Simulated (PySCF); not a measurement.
# What a mistake does to a calculation on CGe2H6O

All numbers below are calculated, not measured. The program is PySCF 2.14.0, an open-source quantum chemistry code, run on an isolated molecule that a program drew, which may never have been made. The molecule is CGe2H6O (charge 0, singlet), drawn as the SMILES string `[GeH][CH2][O][GeH3]`.

Each row is a Hartree-Fock (HF) and frozen-core CCSD(T) single point in the cc-pVDZ basis, meant for a local HF minimum. Run 1 is clean. Each other run has one planted mistake out of seven kinds, and not every kind appears here: one electron removed, one electron added, multiplicity raised by two, geometry at a saddle point, minimal basis STO-3G, one bond length entered in bohr, all coordinates scaled. The reference is restricted for singlets and unrestricted otherwise, and also for a bond in bohr. Adding or removing an electron swaps singlet and doublet. Electrons count all cores. HOMO and LUMO are orbital energies over both spins, the gradient is its largest component, and the lowest frequency (negative if imaginary) is given only where the gradient is small. Bond lengths are over the 9 bonds as drawn. T1 is the CCSD diagnostic: over 0.02 (restricted) or 0.045 (unrestricted) a single reference is doubtful. Germanium has the cc-pVDZ-PP basis, with a core potential (ECP10MDF) in place of its 10 inner electrons, and its 3s, 3p and 3d shells are frozen in CCSD(T).

Geometry of the clean run:
```xyz
10
CGe2H6O, angstrom
Ge    2.2712   -1.1470   -1.4169
C     0.4606   -1.1774   -0.5579
O     0.3518   -0.1170    0.3601
Ge   -1.1297    0.1612    1.3103
H     1.9633   -2.4309   -2.3113
H    -0.3042   -1.1153   -1.3474
H     0.3171   -2.1552   -0.0728
H    -0.8370    1.3865    2.1671
H    -2.2992    0.4069    0.3510
H    -1.4117   -1.0762    2.1690
```

```
run  electrons  basis functions  <S^2>  HOMO (eV)  LUMO (eV)  gradient (hartree/bohr)  lowest frequency (cm^-1)  mean bond (Å)  longest bond (Å)      T1  HF (hartree)  CCSD(T) (hartree)                          mistake
  1         84              104  0.000      -8.62       0.68                  2.3e-05                        53         1.5086             2.004  0.0132    -702.93078         -703.50326                         no fault
  2         84              104  0.000      -8.67       0.62                  1.4e-02                         -         1.5403             2.046  0.0137    -702.92690         -703.50398           all coordinates scaled
  3         84              104  0.958      -8.97       0.70                  2.5e-02                         -         1.6175             2.080  0.0572    -702.82237         -703.39191  one bond length entered in bohr
  4         83              104  0.781     -15.88      -6.68                  5.4e-02                         -         1.5086             2.004  0.0235    -702.65007         -703.19649             one electron removed
  5         84              104  2.006      -7.55       0.00                  2.8e-02                         -         1.5086             2.004  0.0155    -702.89410         -703.44960                                ?
  6         85              104  0.764      -0.75       6.91                  2.3e-02                         -         1.5086             2.004  0.0144    -702.93130         -703.51402                                ?
```

**Which mistake was planted in run 5, and what did it cost?**

Electrons, basis and geometry are unchanged, and <S^2> is 2.006, beside S(S+1) = 2.00 for a multiplicity of 3. So the mistake is: multiplicity raised by two. Subtracting run 1 and multiplying by 627.51 kcal/mol a hartree, the energy moved by 23.0 kcal/mol in HF and 33.7 kcal/mol in CCSD(T).

**Which mistake was planted in run 6, and what did it cost?**

It counts 85 electrons, one more than the clean run, at the same geometry and basis. So the mistake is: one electron added. Subtracting run 1 and multiplying by 627.51 kcal/mol a hartree, the energy moved by -0.3 kcal/mol in HF and -6.8 kcal/mol in CCSD(T).

Cautions from the logs. Run 3: T1 is over the limit, so its CCSD(T) energy is less reliable.
